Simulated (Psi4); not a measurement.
C$_{2}$H$_{6}$Be, triplet, at a GFN2-xTB geometry (such geometries of metal compounds can be far from the true shape) (a higher spin typed on purpose: for a closed-shell molecule this is an excited state); B3LYP/3-21G (Psi4 1.11).

Input for Psi4:
```
memory 2 GB

molecule {
0 3
  Be   -0.59151348    0.70898352   -0.63341171
  C     1.13439908    0.00718795   -0.73541342
  H     1.28983714   -0.98386020   -0.33761048
  H     1.76817134    0.71261334   -0.21642873
  H     1.35997484    0.01618799   -1.79336085
  C    -0.94778829   -0.23317345    0.93651902
  H    -1.24309839   -1.23320178    0.65224027
  H    -1.78919833    0.28921990    1.37213089
  H    -0.13929735   -0.28098028    1.65004216
}

set basis 3-21g
set reference uks
set dft_radial_points 35

energy('b3lyp')
print_variables()
```

The log (banner, timings and long lists left out):

```
   => Loading Basis Set <=

    Name: 3-21G
    Role: ORBITAL
    Keyword: BASIS

         ---------------------------------------------------------
                                   SCF
               by Justin Turney, Rob Parrish, Andy Simmonett
                          and Daniel G. A. Smith
                              UKS Reference
         ---------------------------------------------------------

  ==> Geometry <==

    Molecular point group: c1
    Full point group: C1

    Geometry (in Angstrom), charge = 0, multiplicity = 3:

       Center              X                  Y                   Z               Mass
    ------------   -----------------  -----------------  -----------------  -----------------
         BE          -0.544524316442     0.653015533829    -0.583288787621     9.012183065000
         C            1.181388243558    -0.048780036171    -0.685290497621    12.000000000000
         H            1.336826303558    -1.039828186171    -0.287487557621     1.007825032230
         H            1.815160503558     0.656645353829    -0.166305807621     1.007825032230
         H            1.406964003558    -0.039779996171    -1.743237927621     1.007825032230
         C           -0.900799126442    -0.289141436171     0.986641942379    12.000000000000
         H           -1.196109226442    -1.289169766171     0.702363192379     1.007825032230
         H           -1.742209166442     0.233251913829     1.422253812379     1.007825032230
         H           -0.092308186442    -0.336948266171     1.700165082379     1.007825032230

  Running in c1 symmetry.

  Rotational constants: A =      0.94563  B =      0.26609  C =      0.22510 [cm^-1]
  Rotational constants: A =  28349.16028  B =   7977.03541  C =   6748.43850 [MHz]
  Nuclear repulsion =   52.951416724437571

  Charge       = 0
  Multiplicity = 3
  Electrons    = 22
  Nalpha       = 12
  Nbeta        = 10

  ==> Algorithm <==

  SCF Algorithm Type is DF.
  DIIS enabled.
  MOM disabled.
  Fractional occupation disabled.
  Guess Type is SAD.
  Energy threshold   = 1.00e-06
  Density threshold  = 1.00e-06
  Integral threshold = 1.00e-12

  ==> Primary Basis <==

  Basis Set: 3-21G
    Blend: 3-21G
    Number of shells: 27
    Number of basis functions: 39
    Number of Cartesian functions: 39
    Spherical Harmonics?: false
    Max angular momentum: 1

  ==> DFT Potential <==

   => LibXC <=

    Version 7.1.2
    S. Lehtola, C. Steigemann, M. J. T. Oliveira, and M. A. L. Marques,  SoftwareX 7, 1–5 (2018) (10.1016/j.softx.2017.11.002)

   => Composite Functional: B3LYP <=

    B3LYP Hyb-GGA Exchange-Correlation Functional

    P. J. Stephens, F. J. Devlin, C. F. Chabalowski, and M. J. Frisch,  J. Phys. Chem. 98, 11623 (1994) (10.1021/j100096a001)

    Deriv               =              1
    GGA                 =           TRUE
    Meta                =          FALSE

    Exchange Hybrid     =           TRUE
    MP2 Hybrid          =          FALSE

   => Exchange Functionals <=

    0.0800   Slater exchange
    0.7200         Becke 88

   => Exact (HF) Exchange <=

    0.2000               HF

   => Correlation Functionals <=

    0.1900   Vosko, Wilk & Nusair (VWN5_RPA)
    0.8100   Lee, Yang & Parr

   => LibXC Density Thresholds  <==

    XC_HYB_GGA_XC_B3LYP:  1.00E-15

   => Molecular Quadrature <=

    Radial Scheme          =       TREUTLER
    Pruning Scheme         =           NONE
    Nuclear Scheme         =       TREUTLER

    Blocking Scheme        =         OCTREE
    BS radius alpha        =              1
    Pruning alpha          =              1
    Radial Points          =             35
    Spherical Points       =            302
    Total Points           =          92436
    Total Blocks           =            760
    Max Points             =            256
    Max Functions          =             39
    Weights Tolerance      =       1.00E-15

   => Loading Basis Set <=

    Name: (3-21G AUX)
    Role: JKFIT
    Keyword: DF_BASIS_SCF

  ==> Integral Setup <==

  SCF_SUBTYPE=INCORE selected. In-core MEM_DF algorithm will be used.
  Using in-core AOs.

  ==> MemDFJK: Density-Fitted J/K Matrices <==

    J tasked:                   Yes
    K tasked:                   Yes
    wK tasked:                   No
    Algorithm:                 Core
    Schwarz Cutoff:           1E-12
    Mask sparsity (%):       0.5260
    Fitting Condition:        1E-10

   => Auxiliary Basis Set <=

  Basis Set: (3-21G AUX)
    Blend: DEF2-UNIVERSAL-JKFIT
    Number of shells: 103
    Number of basis functions: 358
    Number of Cartesian functions: 358
    Spherical Harmonics?: false
    Max angular momentum: 4

  Minimum eigenvalue in the overlap matrix is 3.4361365809E-02.
  Reciprocal condition number of the overlap matrix is 7.4616227153E-03.
    Using symmetric orthogonalization.

  ==> Pre-Iterations <==

  SCF Guess: Superposition of Atomic Densities via on-the-fly atomic UHF (no occupation information).

   -------------------------
    Irrep   Nso     Nmo
   -------------------------
     A         39      39
   -------------------------
    Total      39      39
   -------------------------

  ==> Iterations <==

                           Total Energy        Delta E     RMS |[F,P]|

   @DF-UKS iter SAD:   -93.21013408260896   -9.32101e+01   0.00000e+00
   @DF-UKS iter   1:   -93.69219916970071   -4.82065e-01   1.71630e-02 ADIIS/DIIS
   @DF-UKS iter   2:   -93.64264642905852    4.95527e-02   1.78206e-02 ADIIS/DIIS
   @DF-UKS iter   3:   -93.92430281631128   -2.81656e-01   4.26727e-04 ADIIS/DIIS
   @DF-UKS iter   4:   -93.92456004842236   -2.57232e-04   1.37195e-04 ADIIS/DIIS
   @DF-UKS iter   5:   -93.92458097338002   -2.09250e-05   8.83369e-05 DIIS
   @DF-UKS iter   6:   -93.92458720979853   -6.23642e-06   4.48035e-05 DIIS
   @DF-UKS iter   7:   -93.92458947479827   -2.26500e-06   4.96932e-06 DIIS
   @DF-UKS iter   8:   -93.92458953071340   -5.59151e-08   9.50085e-07 DIIS
  Energy and wave function converged.

  ==> Post-Iterations <==

   Electrons on quadrature grid:
      Nalpha   =   12.0000164126 ; deviation = 1.641e-05
      Nbeta    =   10.0000148506 ; deviation = 1.485e-05
      Ntotal   =   22.0000312632 ; deviation = 3.126e-05

   @Spin Contamination Metric:   4.373443069E-03
   @S^2 Expected:                2.000000000E+00
   @S^2 Observed:                2.004373443E+00
   @S   Expected:                1.000000000E+00
   @S   Observed:                1.000000000E+00

    Orbital Energies [Eh]
    ---------------------

    Alpha Occupied:

       1A    -10.125467     2A    -10.124483     3A     -3.989989
       4A     -0.713652     5A     -0.690117     6A     -0.430219
       7A     -0.424405     8A     -0.407508     9A     -0.403001
      10A     -0.358667    11A     -0.260296    12A     -0.145726

    Alpha Virtual:

      13A     -0.004226    14A      0.079272    15A      0.108758
      16A      0.164979    17A      0.168763    18A      0.181504
      19A      0.185343    20A      0.219079    21A      0.250140
      22A      0.343204    23A      0.348649    24A      0.383603
      25A      0.576473    26A      0.665231    27A      0.747366
      28A      0.754038    29A      0.797514    30A      0.802553
      31A      0.923836    32A      1.041790    33A      1.049635
      34A      1.057030    35A      1.063577    36A      1.095850
      37A      1.143771    38A      1.678489    39A      1.786566

    Beta Occupied:

       1A    -10.117739     2A    -10.116860     3A     -3.981686
       4A     -0.693293     5A     -0.669730     6A     -0.419685
       7A     -0.417493     8A     -0.400753     9A     -0.393556
      10A     -0.305541

    Beta Virtual:

      11A     -0.146303    12A     -0.013095    13A      0.020346
      14A      0.106244    15A      0.119400    16A      0.173856
      17A      0.177301    18A      0.189254    19A      0.194304
      20A      0.237708    21A      0.272587    22A      0.353876
      23A      0.394964    24A      0.412066    25A      0.593349
      26A      0.676527    27A      0.756872    28A      0.761884
      29A      0.820940    30A      0.829135    31A      0.932041
      32A      1.049691    33A      1.054731    34A      1.065736
      35A      1.069612    36A      1.102786    37A      1.152464
      38A      1.694264    39A      1.807871

    Final Occupation by Irrep:
              A
    DOCC [    10 ]
    SOCC [     2 ]
    NA   [    12 ]
    NB   [    10 ]

  @DF-UKS Final Energy:   -93.92458953071340

   => Energetics <=

    Nuclear Repulsion Energy =             52.9514167244375713
    One-Electron Energy =                -228.9238899054990100
    Two-Electron Energy =                  94.8815579675090817
    DFT Exchange-Correlation Energy =     -12.8336743171610355
    Empirical Dispersion Energy =           0.0000000000000000
    VV10 Nonlocal Energy =                  0.0000000000000000
    Total Energy =                        -93.9245895307134049

  UHF NO Occupations:
  HONO-2 :   10  A 1.9983054
  HONO-1 :   11  A 1.0000000
  HONO-0 :   12  A 1.0000000
  LUNO+0 :   13  A 0.0016946
  LUNO+1 :   14  A 0.0001239
  LUNO+2 :   15  A 0.0000975
  LUNO+3 :   16  A 0.0000940

Computation Completed

Properties will be evaluated at   0.000000,   0.000000,   0.000000 [a0]

Properties computed using the SCF density matrix

 Multipole Moments:

 ------------------------------------------------------------------------------------
     Multipole            Electronic (a.u.)      Nuclear  (a.u.)        Total (a.u.)
 ------------------------------------------------------------------------------------

 L = 1.  Multiply by 2.5417464519 to convert [e a0] to [Debye]
 Dipole X            :         -1.5092477            1.9535264            0.4442788
 Dipole Y            :          1.8022805           -2.3268115           -0.5245310
 Dipole Z            :         -1.6185712            2.0838091            0.4652379
 Magnitude           :                                                    0.8300378

 ------------------------------------------------------------------------------------

  Variable Map:
  ----------------------------------------------------------------------------
  "CURRENT ENERGY"              =>     -93.924589530713
  "CURRENT REFERENCE ENERGY"    =>     -93.924589530713
  "DD SOLVATION ENERGY"         =>       0.000000000000
  "DFT FUNCTIONAL TOTAL ENERGY" =>     -93.924589530713
  "DFT TOTAL ENERGY"            =>     -93.924589530713
  "DFT VV10 ENERGY"             =>       0.000000000000
  "DFT XC ENERGY"               =>     -12.833674317161
  "GRID ELECTRONS ALPHA"        =>      12.000016412620
  "GRID ELECTRONS BETA"         =>      10.000014850589
  "GRID ELECTRONS TOTAL"        =>      22.000031263209
  "NUCLEAR REPULSION ENERGY"    =>      52.951416724438
  "ONE-ELECTRON ENERGY"         =>    -228.923889905499
  "PCM POLARIZATION ENERGY"     =>       0.000000000000
  "PE ENERGY"                   =>       0.000000000000
  "SCF ITERATION ENERGY"        =>     -93.924589530713
  "SCF ITERATIONS"              =>       8.000000000000
  "SCF TOTAL ENERGY"            =>     -93.924589530713
  "TWO-ELECTRON ENERGY"         =>      94.881557967509
  "XC GRID RADIAL POINTS"       =>      35.000000000000
  "XC GRID SPHERICAL POINTS"    =>     302.000000000000
  "XC GRID TOTAL POINTS"        =>   92436.000000000000

  Array Variable Map:
  ----------------------------------------------------------------------------
  "CURRENT DIPOLE"              =>       0.444278758804 ... 0.465237900125 1 by 3
  "SCF DIPOLE"                  =>       0.444278758804 ... 0.465237900125 1 by 3
  "SCF TOTAL ENERGIES"          =>     -93.210134082609 ... -93.924589530713 1 by 9
```
